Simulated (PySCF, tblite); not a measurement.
Isomers of C6H9FSi2, one GFN2-xTB conformer each. Single-point energies are computed at PBE0/pcSseg-1 (PySCF, gas phase, no added dispersion term), electronic only.

```csv
SMILES,GFN2-xTB relative energy (kJ/mol)
C#C/C=C/[Si]1(F)C[SiH2]C1,0.0
C#C[C@@H]1[SiH2]C=C[SiH2][C@@H]1F,88.9
```

Conformers: `[CH:1]#[C:2]/[CH:3]=[CH:4]/[Si:5]1([F:6])[CH2:7][SiH2:8][CH2:9]1` with C3–C4–Si5–F6 -178°; `[CH:1]#[C:2][C@@H:3]1[SiH2:4][CH:5]=[CH:6][SiH2:7][C@@H:8]1[F:9]` with C2–C3–Si4–C5 -176°, C3–Si4–C5–C6 17°, C5–C6–Si7–C8 9°, C6–Si7–C8–F9 74°.

Question: What does PBE0/pcSseg-1 give for the same structures?

Answer: 
| SMILES | PBE0/pcSseg-1 E (Eh) | PBE0/pcSseg-1 (kJ/mol) | GFN2-xTB (kJ/mol) | point group |
| --- | --- | --- | --- | --- |
| C#C/C=C/[Si]1(F)C[SiH2]C1 | -912.18618 | 0.0 | 0.0 | – |
| C#C[C@@H]1[SiH2]C=C[SiH2][C@@H]1F | -912.10274 | 219.1 | 88.9 | C1 |

Both levels put the same isomer lowest. As drawn, the lower has a four-membered ring and an Si–F bond, which the higher lacks.

Question: Which frontier levels, dipoles and rotational constants go with these structures?

Answer: 
```json
{"SMILES": "C#C/C=C/[Si]1(F)C[SiH2]C1", "HOMO (eV, PBE0/pcSseg-1)": "-7.38", "LUMO (eV)": "-1.69", "dipole (D)": "1.67", "A, B, C (MHz)": "2048, 594.7, 516.1"}
{"SMILES": "C#C[C@@H]1[SiH2]C=C[SiH2][C@@H]1F", "HOMO (eV, PBE0/pcSseg-1)": "-7.53", "LUMO (eV)": "-0.98", "dipole (D)": "1.82", "A, B, C (MHz)": "1784, 983.9, 750.0"}
```

Question: What happens when harmonic zero-point energies from GFN2-xTB frequencies are added?

Answer: 
| SMILES | ZPE (kJ/mol) | electronic (kJ/mol) | with ZPE (kJ/mol) |
| --- | --- | --- | --- |
| C#C/C=C/[Si]1(F)C[SiH2]C1 | 322.2 | 0.0 | 0.0 |
| C#C[C@@H]1[SiH2]C=C[SiH2][C@@H]1F | 313.8 | 219.1 | 210.6 |

The zero-point energies span 8.4 kJ/mol. The order is unchanged.
